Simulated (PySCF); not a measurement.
C₂H₆N₂Si, SMILES C#C[SiH](N)N. The structure is a stationary point at r2SCAN-D4/def2-SVP. This is a generated structure with no PubChem entry under its InChIKey; it may be hypothetical. The values are those of a single conformer.

Give the equilibrium geometry at r2SCAN-D4/def2-SVP (PySCF confirms it by a frequency run) as bond lengths and angles. (Estimate from the structure and the level; the computed values follow.)

This is not unique; one that fits is 
Atoms: C1 C2 Si3 N4 N5 H6 H7 H8 H9 H10 H11. Bonds (Å): C1–C2 1.222, C1–H6 1.076, C2–Si3 1.850, Si3–N4 1.722, Si3–N5 1.721, Si3–H7 1.496, N4–H8 1.016, N4–H9 1.015, N5–H10 1.015, N5–H11 1.015. Bond angles (°): C2–C1–H6 179.9, C1–C2–Si3 178.0, C2–Si3–N4 116.5, C2–Si3–N5 104.0, C2–Si3–H7 106.3, N4–Si3–N5 107.8, N4–Si3–H7 104.2, N5–Si3–H7 118.7, Si3–N4–H8 119.6, Si3–N4–H9 119.5, H8–N4–H9 111.0, Si3–N5–H10 119.9, Si3–N5–H11 120.3, H10–N5–H11 111.6.
